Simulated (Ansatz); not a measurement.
Cost and result up the ladder for In₄O₁₀H₈, a hydroxylated oxide cluster (22 atoms). Charge 0, multiplicity 1. Geometry: PBE-D4/def2-SVP.

```csv
atom,x (Å),y (Å),z (Å)
In1,-0.437,-1.770,0.175
In2,-1.000,1.192,1.361
In3,2.358,-0.263,0.540
In4,-1.707,0.549,-1.708
O5,1.840,0.577,-1.283
O6,-0.563,2.097,-0.612
O7,-1.572,2.659,2.614
O8,1.728,-2.252,-0.030
O9,-1.220,-3.548,0.735
O10,4.061,0.025,1.584
O11,-0.232,-0.963,-1.877
O12,0.469,-0.263,1.541
O13,-2.098,-0.218,0.206
O14,-2.785,1.353,-3.201
H15,1.294,1.376,-1.092
H16,-0.779,3.038,-0.761
H17,-1.247,2.449,3.512
H18,1.997,-2.968,0.580
H19,-2.129,-3.383,1.056
H20,3.857,-0.168,2.522
H21,0.661,-0.457,-1.824
H22,-2.495,0.938,-4.038
```

Ansatz on 4 threads of Intel Xeon 6975P-C on a shared host. Times are rough, and most runs start from the orbitals of an earlier one. PBE0-D4/def2-SVP serves as the yardstick here, not as an exact answer. Differences are given only for rows in sets of like size (and for xTB, whose basis is part of the method), since another set adds its own error. Binding counts from free atoms at the same level (In doublet, O triplet, H doublet; other spins of the atoms weren't run), without zero-point energy or a counterpoise term.

In the def2 sets In takes a core potential, while STO-3G treats all electrons; there is no spin–orbit coupling. Correlated methods freeze 26 core orbitals; core or outer-core shells of In are correlated, in sets that lack core-valence functions.

Correlated methods converge slowly with the basis, most of all in double-zeta sets.

| level | functions | wall time | binding energy per atom (eV) | difference from PBE0-D4/def2-SVP (eV) |
| --- | --- | --- | --- | --- |
| PBE-D4/def2-SVP | 284 | 3.8 s | 3.69 | 0.18 |
| HF/STO-3G | 166 | 6 s | 2.67 | – |
| PBE0-D4/def2-SVP | 284 | 8 s | 3.50 | 0.00 |
| r2SCAN-D4/def2-SVP (with forces) | 284 | 8.5 s | 3.60 | 0.09 |
| MP2/def2-SVP | 284 | 11 s | 3.54 | 0.03 |
